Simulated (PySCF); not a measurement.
**Removal energies of Sn²²⁺ from EOM-IP-GCCSD**

Reference: closed-shell Sn²²⁺, [Ar] 3d10; one electron is removed. Calculated with PySCF 2.14, two-component X2C-1e with screened spin-orbit coupling, an even-tempered Gaussian basis (19 s from 0.9 bohr⁻², ratio 2.6; 15 p from 1.2 bohr⁻², ratio 2.6; 10 d from 1.2 bohr⁻², ratio 2.6; 6 f from 1.2 bohr⁻², ratio 2.8); frozen [Ar]; the 100 highest virtual spinors dropped; of the others 70 kept and the rest restored at second order. No Breit or QED terms. Binding energies in eV.

| level | Koopmans |
| --- | --- |
| 3d3/2 | 1141.3 |
| 3d5/2 | 1132.0 |

(1) How does correlation move these levels?

For comparison, the ionisation energy of Sn²²⁺ is 1127 ± 4 eV (theoretical estimate listed by NIST; NIST Atomic Spectra Database, ionization energies).

Answers

(1) 3d3/2: second order 1140.3, EOM-CCSD 1140.5; 3d5/2: second order 1131.0, EOM-CCSD 1131.2.
